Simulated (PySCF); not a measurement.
**Atomic charges by several schemes**

C5H12Si.
SMILES with atom numbers: `[CH3:1][CH2:2][CH2:3][C@@H:4]1[CH2:5][SiH2:6]1` (hydrogens: H7, H8, H9 on C1; H10, H11 on C2; H12, H13 on C3; H14 on C4; H15, H16 on C5; H17, H18 on Si6)

Structure used (PBE0-D3(BJ)/def2-SVP), in Å, numbered top down from 1:
```
atom  x, y, z in Å
C1    -2.3706    0.3595    0.7776
C2    -1.1571    0.0921   -0.0982
C3     0.0903    0.8468    0.3518
C4     1.3055    0.5609   -0.5029
C5     2.0093   -0.7990   -0.3454
Si6    3.0578    0.6647    0.1340
H7    -2.1830    0.0598    1.8215
H8    -3.2556   -0.1934    0.4275
H9    -2.6300    1.4306    0.7865
H10   -1.3826    0.3648   -1.1444
H11   -0.9368   -0.9895   -0.1125
H12    0.3076    0.5892    1.4050
H13   -0.1150    1.9316    0.3492
H14    1.1802    0.8673   -1.5510
H15    1.6311   -1.4414    0.4593
H16    2.2376   -1.3592   -1.2586
H17    4.1464    1.1128   -0.7706
H18    3.2823    0.9312    1.5777
```

Density: PBE0/pcSseg-1 (PySCF); schemes: Mulliken, IAO, Hirshfeld and ESP-fitted. Geometry: PBE0-D3(BJ)/def2-SVP, one conformer, isolated molecule.

Tabulate the Mulliken, IAO, Hirshfeld and ESP-fitted charges.

In e; atoms taken as equivalent share a row and are averaged (×n: the atom named and its like, n in all):

```json
{"atom": "C1", "environment": "methyl carbon", "Mulliken": "-0.275", "IAO": "-0.408", "Hirshfeld": "-0.115", "ESP-fitted": "-0.495"}
{"atom": "C2", "environment": "chain CH2 carbon", "Mulliken": "-0.269", "IAO": "-0.241", "Hirshfeld": "-0.066", "ESP-fitted": "+0.369"}
{"atom": "C3", "environment": "chain CH2 carbon", "Mulliken": "-0.166", "IAO": "-0.236", "Hirshfeld": "-0.065", "ESP-fitted": "-0.198"}
{"atom": "C4", "environment": "sp3 carbon bound to silicon", "Mulliken": "-0.452", "IAO": "-0.348", "Hirshfeld": "-0.109", "ESP-fitted": "-0.249"}
{"atom": "C5", "environment": "sp3 carbon bound to silicon", "Mulliken": "-0.421", "IAO": "-0.524", "Hirshfeld": "-0.169", "ESP-fitted": "-0.586"}
{"atom": "Si6", "environment": "SiH2 silicon", "Mulliken": "+0.484", "IAO": "+0.607", "Hirshfeld": "+0.283", "ESP-fitted": "+0.180"}
{"atom": "H7/H8/H9", "environment": "methyl hydrogen", "Mulliken": "+0.112", "IAO": "+0.134", "Hirshfeld": "+0.038", "ESP-fitted": "+0.109"}
{"atom": "H10", "environment": "methylene hydrogen", "Mulliken": "+0.114", "IAO": "+0.125", "Hirshfeld": "+0.034", "ESP-fitted": "-0.046"}
{"atom": "H11", "environment": "methylene hydrogen", "Mulliken": "+0.120", "IAO": "+0.127", "Hirshfeld": "+0.033", "ESP-fitted": "-0.038"}
{"atom": "H12", "environment": "methylene hydrogen", "Mulliken": "+0.103", "IAO": "+0.119", "Hirshfeld": "+0.034", "ESP-fitted": "+0.106"}
{"atom": "H13", "environment": "methylene hydrogen", "Mulliken": "+0.123", "IAO": "+0.130", "Hirshfeld": "+0.035", "ESP-fitted": "+0.053"}
{"atom": "H14", "environment": "methine hydrogen", "Mulliken": "+0.142", "IAO": "+0.143", "Hirshfeld": "+0.039", "ESP-fitted": "+0.171"}
{"atom": "H15", "environment": "methylene hydrogen", "Mulliken": "+0.148", "IAO": "+0.148", "Hirshfeld": "+0.042", "ESP-fitted": "+0.215"}
{"atom": "H16", "environment": "methylene hydrogen", "Mulliken": "+0.152", "IAO": "+0.154", "Hirshfeld": "+0.042", "ESP-fitted": "+0.208"}
{"atom": "H17", "environment": "Si–H hydrogen", "Mulliken": "-0.070", "IAO": "-0.097", "Hirshfeld": "-0.066", "ESP-fitted": "-0.011"}
{"atom": "H18", "environment": "Si–H hydrogen", "Mulliken": "-0.070", "IAO": "-0.099", "Hirshfeld": "-0.065", "ESP-fitted": "-0.009"}
```

Mean size of the charges over all atoms: IAO 0.217 e, Mulliken 0.191 e, ESP-fitted 0.181 e, Hirshfeld 0.073 e. Each set sums to the total charge, 0, to within 0.001 e. The IAO scheme counts the electrons in orthogonalised intrinsic atomic orbitals, a minimal basis polarised so that it spans the occupied orbitals exactly.

Lowest charge. The schemes don't all agree: Mulliken C4 (-0.452); IAO C5 (-0.524); Hirshfeld C5 (-0.169); ESP-fitted C5 (-0.586).

Highest charge. The schemes don't all agree: Mulliken Si6 (+0.484); IAO Si6 (+0.607); Hirshfeld Si6 (+0.283); ESP-fitted C2 (+0.369).

How many electrons does the ESP-fitted scheme count on C1?

Z − q = 6 − (-0.495) = 6.495.

Sum the charges by element, for elements with more than one atom.

| element | atoms | Mulliken | IAO | Hirshfeld | ESP-fitted |
| --- | --- | --- | --- | --- | --- |
| C | 5 | -1.582 | -1.758 | -0.523 | -1.159 |
| H | 12 | +1.099 | +1.151 | +0.240 | +0.978 |

How closely do the schemes follow one another over all atoms?

Correlation coefficient and root-mean-square difference: Mulliken with IAO 0.98, 0.059 e; IAO with Hirshfeld 0.97, 0.172 e; Mulliken with Hirshfeld 0.94, 0.144 e; IAO with ESP-fitted 0.71, 0.192 e; Mulliken with ESP-fitted 0.65, 0.196 e; Hirshfeld with ESP-fitted 0.64, 0.193 e.

These values come from a run that also computed NMR shieldings. The run took 65 s wall, 58 s CPU on one thread of an Intel Xeon at 2.50 GHz (shared host), and the process peaked at 0.81 GiB of memory.
